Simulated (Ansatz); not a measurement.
The same path of C₂H₈BrNSi (13 atoms, charge 0, multiplicity 1) was run twice with different band settings. The coordinate that changes most is the height of N1 over the plane of its neighbours.

Theory: Ansatz 0.2.0, RKS PBE0-D4/def2-SVP.

Relaxed end points:

```xyz
13
Properties=species:S:1:pos:R:3
N -0.142 2.016 1.262
C -0.558 1.054 0.246
Si 0.489 -0.524 0.200
C -0.071 -1.764 -1.120
Br 0.005 -0.937 -2.883
H -0.150 1.595 2.189
H 0.815 2.323 1.097
H -1.618 0.790 0.407
H -0.535 1.536 -0.745
H 1.921 -0.170 -0.045
H 0.405 -1.207 1.534
H -1.110 -2.092 -0.970
H 0.570 -2.655 -1.158
```

```xyz
13
Properties=species:S:1:pos:R:3
N 0.181 1.878 1.288
C -0.324 1.060 0.197
Si 0.605 -0.583 0.178
C -0.172 -1.785 -1.065
Br -0.184 -0.999 -2.848
H -0.102 1.497 2.188
H -0.188 2.825 1.244
H -1.423 0.883 0.188
H -0.096 1.550 -0.764
H 2.042 -0.385 -0.166
H 0.510 -1.225 1.531
H -1.216 -2.023 -0.818
H 0.388 -2.728 -1.138
```

Common settings: movable images 5; climbing image yes; spring 5.0 eV/Å²; optimiser quadratic models (default); start path IDPP; iteration limit 60; end points relaxed.

| run | force threshold |
| --- | --- |
| 1 | 0.03 eV/Å |
| 2 | 0.5 eV/Å |

Q: What does each run give, and how far can it be trusted?

A: Run 1: converged after 8 iterations, highest image 0.168 eV above the first end. A vibrational analysis at the climbing image gives one clearly imaginary mode, 628i cm⁻¹: a first-order saddle point.
Run 2: converged after 2 iterations, highest image 0.174 eV above the first end. The threshold of 0.5 eV/Å is loose, so the images may lie well off the minimum-energy path. The order of the stationary point at the top wasn't checked.
